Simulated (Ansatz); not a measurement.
Total energies of C2H4BrN, SMILES `C/N=C/Br`.

Cartesian coordinates in Å:
```
C -0.056 -0.872 -0.693
N -0.341 -0.244 0.575
C 0.050 0.921 0.753
Br -0.271 1.838 2.380
H 0.520 -1.782 -0.511
H -0.999 -1.175 -1.153
H 0.496 -0.230 -1.392
H 0.600 1.545 0.042
```

Charge 0, multiplicity 1. Correlated methods include outer-core shells of Br, which these sets cover unevenly. Scalar relativity is left out up to krypton. The geometry is a stationary point of PBE0-D4/def2-TZVP. It is a higher conformer; a search finds a lower one. Basis def2-TZVPP, Ansatz 0.2.0.

RPA on PBE orbitals: Hartree–Fock energy of these orbitals -2704.90432 Eh, correlation -1.27372 Eh (frozen core).

| functional | energy without D4 (Eh) | D4 term (kJ/mol) |
| --- | --- | --- |
| LDA (SPW92) | -2702.81520 | – |
| PBE | -2706.99871 | -13.8 |
| BLYP | -2707.52898 | -31.2 |
| r2SCAN | -2707.45846 | -3.4 |
| B97M-V | -2707.08178 | – |
| PBE0 | -2707.09491 | -11.6 |
| B3LYP | -2707.58612 | -22.3 |
| r2SCANh | -2707.44999 | -3.6 |
| HSE06 (plane-wave form) | -2707.09209 | -10.7 |
| BHLYP | -2707.45853 | -16.2 |
| ωB97X-V | -2707.27423 | – |
| ωB97M-V | -2707.34896 | – |
| B2PLYP | -2707.05506 | – |
| PBE-QIDH | -2706.76287 | – |

(1) Give the same for revPBE, r2SCAN0, CAM-B3LYP, LC-ωPBE. (An estimate is asked.)

B3LYP takes the VWN-RPA correlation (the form of Gaussian; ORCA's B3LYP/G). HSE06 is the plane-wave form, built on full-range PBE exchange. The double hybrids freeze the cores in their second-order part.

## Answers

(1) Computed: 
```tsv
functional	energy without D4 (Eh)	D4 term (kJ/mol)
revPBE	-2707.29702	-46.7
r2SCAN0	-2707.43844	-3.9
CAM-B3LYP	-2707.60827	-11.6
LC-ωPBE	-2707.10586	–
```

LC-ωPBE has ω = 0.4 bohr⁻¹.
